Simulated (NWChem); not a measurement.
Species: C$_{2}$H$_{6}$In cation; SMILES [CH3][In+][CH3]

```xyz
9

In     0.0000     0.0000     0.0000
C      0.0000     0.0000     2.1253
H     -0.2825    -1.0130     2.4731
H     -0.7361     0.7511     2.4731
H      1.0185     0.2619     2.4731
C      0.0000     0.0000    -2.1253
H      0.7511    -0.7361    -2.4731
H      0.2619     1.0185    -2.4731
H     -1.0130    -0.2825    -2.4731
```
Atoms are numbered in this order, from 1.

Coordinates come from a PBE-D3(BJ)/def2-SVP optimisation. def2 effective core potentials on In; no spin-orbit coupling.

Question: List the 6 lowest vertical singlet excitations from PBE/def2-SVP with def2 effective core potentials on In, full TDDFT (NWChem).

Answer: 
| state | energy (eV) | oscillator strength | leading excitation (squared amplitude) |
|---|---|---|---|
| S1 | 5.12 | 0.000 | HOMO → LUMO (1.00) |
| S2 | 5.12 | 0.000 | HOMO → LUMO+1 (1.00) |
| S3 | 6.86 | 0.372 | HOMO → LUMO+2 (0.68) |
| S4 | 7.43 | 0.000 | HOMO−2 → LUMO (0.50) |
| S5 | 7.49 | 0.001 | HOMO−2 → LUMO+1 (0.50) |
| S6 | 7.49 | 0.001 | HOMO−1 → LUMO+1 (0.50) |
